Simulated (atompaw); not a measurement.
# An all-electron radial function and its pseudo partner (Ti (Z = 22))

Columns: radius, all-electron u(r) and pseudo u(r) of the 3d shell (level -4.89 eV) of titanium in the configuration [Ne] 3s2 3p6 3d2 4s1.5 4p0.5; PBE, scalar-relativistic, PAW (atompaw) scheme, atompaw 4.2.0.5.

```
r (bohr)  all-electron  pseudo
   0.085        0.0212  0.0004
   0.169        0.1013  0.0030
   0.254        0.2189  0.0101
   0.338        0.3431  0.0231
   0.423        0.4594  0.0437
   0.508        0.5579  0.0725
   0.592        0.6359  0.1091
   0.677        0.6953  0.1538
   0.762        0.7363  0.2049
   0.846        0.7608  0.2600
   0.931        0.7723  0.3181
   1.015        0.7732  0.3754
   1.100        0.7659  0.4308
   1.185        0.7525  0.4810
   1.269        0.7349  0.5233
   1.354        0.7138  0.5572
   1.438        0.6910  0.5807
   1.523        0.6665  0.5942
   1.608        0.6414  0.5977
   1.692        0.6163  0.5923
   1.777        0.5910  0.5796
   1.862        0.5661  0.5617
   1.946        0.5420  0.5408
   2.031        0.5184  0.5182
   2.115        0.4958  0.4958
   2.200        0.4737  0.4737
```

(1) How many radial nodes do the two functions have?

(2) Is the pseudo-wave norm-conserving?

Answers

(1) The all-electron 3d function has n − l − 1 = 0; the pseudo-wave has 0.

(2) No, it belongs to a PAW set: the norm inside the radius is not constrained, and the difference is carried by the augmentation charge.
